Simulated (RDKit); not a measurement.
A run for RDKit: UFF on C2H10BN (a complex), monomers drawn apart or pushed together.

```python
from rdkit import Chem
from rdkit.Chem import AllChem, rdDetermineBonds

blocks = [
'''8

B    -0.92882853    0.28962972    0.29840841
N     0.63215898   -0.16702462    0.57007700
H    -1.04449881    1.36596360    0.83879062
H    -1.60656678   -0.57363610    0.80756020
H    -1.04869126    0.34361681   -0.90279062
H     1.28372321    0.50425037    0.17446295
H     0.82645800   -1.07243659    0.15280837
H     0.81249708   -0.23273552    1.57231514
''',
'''6

C     0.37478701    0.56816300    5.88589274
C    -0.01960863   -0.69932473    5.87133938
H     1.20545226    0.89945715    6.49809000
H    -0.13290236    1.31955643    5.29230167
H    -0.85969902   -1.01776520    5.26510737
H     0.47316651   -1.45599996    6.47064507
''',
]
mol = None
for b in blocks:
    f = Chem.MolFromXYZBlock(b)
    rdDetermineBonds.DetermineBonds(f, charge=0)
    mol = f if mol is None else Chem.CombineMols(mol, f)
Chem.SanitizeMol(mol)
print(Chem.MolToSmiles(Chem.RemoveHs(mol)))
ff = AllChem.UFFGetMoleculeForceField(mol, vdwThresh=100.0, ignoreInterfragInteractions=False)
e = ff.CalcEnergy()
print(f'UFF energy {e:.6f} kcal/mol')
```

Output:

```
C=C.[BH3-][NH3+]
UFF energy 9.807498 kcal/mol
```

The run finished.

Cost: very roughly 0.020 core-seconds.
